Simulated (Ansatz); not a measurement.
Ansatz (an electronic-structure program) input:

Ansatz 0.2 input:
```yaml
crystal:
  periodic: [false, false, false]
  atoms:
    - {symbol: C, position_ang: [3.53310130, -0.03589951, 0.67359730]}
    - {symbol: C, position_ang: [2.35463724, -0.72560393, -0.00755698]}
    - {symbol: C, position_ang: [1.08743007, 0.12501991, -0.01033357]}
    - {symbol: C, position_ang: [-0.10469608, -0.57555667, -0.69853606]}
    - {symbol: C, position_ang: [-1.34376352, 0.24454664, -0.72200919]}
    - {symbol: C, position_ang: [-2.22072172, 0.37926890, 0.46658902]}
    - {symbol: O, position_ang: [-3.58767311, 0.62511963, 0.13091638]}
    - {symbol: H, position_ang: [3.78080555, 0.90361459, 0.17387671]}
    - {symbol: H, position_ang: [3.30353290, 0.19591414, 1.71636840]}
    - {symbol: H, position_ang: [4.42524493, -0.66469311, 0.66126049]}
    - {symbol: H, position_ang: [2.62124247, -0.97529694, -1.03966182]}
    - {symbol: H, position_ang: [2.14721843, -1.67760211, 0.49181465]}
    - {symbol: H, position_ang: [1.28299356, 1.07611503, -0.51541129]}
    - {symbol: H, position_ang: [0.81232874, 0.37467716, 1.01927416]}
    - {symbol: H, position_ang: [-0.29332110, -1.51905281, -0.17245633]}
    - {symbol: H, position_ang: [0.19254340, -0.83581532, -1.71889409]}
    - {symbol: H, position_ang: [-1.50369725, 0.94879733, -1.53196255]}
    - {symbol: H, position_ang: [-1.93217211, 1.23851912, 1.08695465]}
    - {symbol: H, position_ang: [-2.12714658, -0.51188412, 1.10443934]}
    - {symbol: H, position_ang: [-3.84411177, -0.02490177, -0.53343652]}
basis:
  gaussian:
    orbitals: 6-31G*
magnetization: {spin_polarized: true, initial_magnetization: 1}
correlation: {method: ccsd_t, electrons: outside_noble_gas}
```

**Question.** Which total energy does the run end on?

**Answer.** -310.63220 Eh (CCSD(T)/6-31G*).

It need not be the lowest isomer of its formula.
